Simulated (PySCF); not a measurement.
## Shapes and spin states of OsI₂

All numbers come from PBE in PySCF with Os def2-SVP with ECP60, I def2-SVP with ECP28; scalar-relativistic core potentials, no spin–orbit coupling; density-fitted integrals.

Relaxations began from a few typed shapes and spin states; open shells are unrestricted. The search is not exhaustive: other isomers or separated fragments can lie lower, and high-lying points may rest on an excited occupation.

```csv
spin,group,bonds,angles,imaginary modes (cm⁻¹),ΔE (kJ/mol),ΔE with ZPE (kJ/mol)
quintet,D∞h,Os–I 2.574 Å (×2),I–Os–I 180.0°,none,0.0,0.0
triplet,C2v,Os–I 2.520 Å (×2),I–Os–I 141.5°,none,55.6,55.7
triplet,C2v,Os–I 2.516 Å (×2),I–Os–I 134.5°,none,57.2,57.3
```

The lowest minimum found is the quintet D∞h: Os–I 2.574 Å (×2); I–Os–I 180.0°.

For the lowest minimum: other spin states or occupations of the open shell can lie lower. No spin–orbit coupling is included, which matters more the heavier the element.
